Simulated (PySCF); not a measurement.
Gas-phase reaction: SnH2Cl2 + SnH4 → 2 SnH3Cl

Method: PySCF energies plus ideal-gas RRHO corrections (1 bar). † marks an energy on the PBE0/def2-TZVP geometry and frequencies; other levels use their own. MP2 and CCSD(T) freeze the core. All species are closed-shell singlets. Sn: scalar-relativistic def2 core potential, no spin-orbit coupling. SnH2Cl2, SnH3Cl: computed as isolated molecules; such fragments, hydroxides, amides, oligomers or adducts are transient or little studied in the gas. MP2 isn't extrapolated to the basis-set limit; its ΔH°(298 K) is 3.8 kJ in def2-SVP and 1.7 kJ in def2-TZVPP. CCSD(T) isn't extrapolated to the basis-set limit; its ΔH°(298 K) is 3.9 kJ in def2-SVP and 1.4 kJ in def2-TZVPP. The harmonic model lacks anharmonicity and excited electronic states, which grow with temperature; levels with a mode under 35 cm⁻¹ are left out. Soft modes under 120 cm⁻¹ make the harmonic entropy rough for SnH2Cl2.

| level | ΔE electronic, kJ | ΔH°(298 K), kJ | ΔS°(298 K), J/K | ΔG°(1600 K), kJ |
|---|---|---|---|---|
| CCSD(T)/def2-SVP† | 3 | 4 | 9 | -10 |
| CCSD(T)/def2-TZVPP† | 1 | 1 | 9 | -12 |
| HF/def2-TZVP† | -5 | -4 | 9 | -18 |
| MP2/def2-TZVPP† | 1 | 2 | 9 | -12 |
| PBE/def2-SVP | 4 | 4 | 9 | -9 |
| PBE/def2-TZVP† | 1 | 2 | 9 | -12 |
| PBE0/def2-QZVP† | -1 | 0 | 9 | -14 |
| ωB97M-V/def2-TZVP† | 0 | 1 | 9 | -13 |
| ωB97X-V/def2-TZVP† | -1 | 0 | 9 | -14 |
ΔH° is lowest at HF/def2-TZVP† and highest at PBE/def2-SVP. No reference value is set beside these.
